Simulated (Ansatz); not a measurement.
Consider the substitution at a C–N bond: `C=NCO[SiH3]` + H₂Te → `[SiH3]OC[TeH]` + `C=N`.

Gas-phase electronic energies from Ansatz, PBE0-D4/def2-TZVP geometries. CBS: MP2 limit from def2 TZ/QZ plus the TZ coupled-cluster correction, frozen cores. This one scheme is used for every species. Functionals use def2-TZVPP. B3LYP here is the variant with VWN-RPA as its local correlation; programs differ in this. def2 core potentials past Kr. For Te outer-core shells are correlated without core-valence functions, which leaves a few kJ/mol of doubt a bond. Each species was taken in one conformer, which may not be the lowest.

(1) Is it downhill or uphill in electronic energy at CCSD(T)/CBS, and by how much? (An estimate is asked.)

(2) What do these levels give: r2SCAN-D4, PBE0-D4, B3LYP-D4, ωB97X-V, ωB97M-V, SCS-MP2/def2-TZVPP, CCSD/def2-TZVPP, CCSD(T)/def2-TZVPP, HF/def2-QZVPP, MP2/def2-QZVPP, SCS-MP2/def2-QZVPP, CCSD/CBS(def2)? (Best estimate.)

Largest T1 diagnostic among the species: 0.012.

## Answers

(1) The calculation gave: Uphill: ΔE = +0.8 kcal/mol.

(2) Ansatz gave: r2SCAN-D4 3.1, PBE0-D4 2.9, B3LYP-D4 2.1, ωB97X-V 3.9, ωB97M-V 3.1, SCS-MP2/def2-TZVPP 1.9, CCSD/def2-TZVPP 3.2, CCSD(T)/def2-TZVPP 2.5, HF/def2-QZVPP 6.3, MP2/def2-QZVPP 0.3, SCS-MP2/def2-QZVPP 1.0, CCSD/CBS(def2) 1.6 kcal/mol.

In def2-TZVPP, CCSD(T) changes the Hartree–Fock value by −3.9 kcal/mol (the triples alone add −0.8 kcal/mol) and MP2 by −5.1 kcal/mol. From PBE to PBE0 (25 % exact exchange), in def2-TZVPP and without D4, ΔE moves by +1.2 kcal/mol.
